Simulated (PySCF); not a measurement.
## Computed properties of MgCl, SMILES [Mg+][Cl], charge +1

MgCl, SMILES [Mg+][Cl], charge +1. Geometry optimised at PBE0-D3(BJ)/def2-TZVPD. The spin state was assumed, not searched. The values are those of a single conformer. All values are computed for the isolated molecule unless a solvent is named; none is compared with measurement here.

**Structure.** The optimised structure has C∞v symmetry. All 1 harmonic modes at PBE0-D3(BJ)/def2-TZVPD (PySCF) are real, so it is a minimum.

**Vibrations.** The strongest infrared lines (harmonic, unscaled, degenerate partners summed) lie at 554 cm⁻¹ (63 km/mol, Mg 59 %, Cl 41 %). The softest mode is at 554 cm⁻¹ and the zero-point energy is 0.8 kcal/mol.

**Electronic structure.** M06-2X/def2-TZVPD (PySCF) places the frontier levels at -15.18 and -8.78 eV, a gap of 6.40 eV and a mean polarisability of 27.2 bohr³. PBE/def2-TZVPD (PySCF) at the same geometry gives -12.69 and -10.38 eV, so its gap is 4.09 eV narrower. An orbital gap is neither the optical nor the fundamental gap.

**Excitations.** TDDFT-B3LYP/def2-TZVPD (PySCF) has S1 at 2.63 eV (472 nm, f = 0.012, weak); the most intense of the 10 singlets computed lies at 7.15 eV (f = 0.28). Strengths of degenerate partners are summed. T1 (TDA) is at 2.43 eV. TDDFT-PBE/def2-TZVPD (PySCF) puts S1 at 2.38 eV.
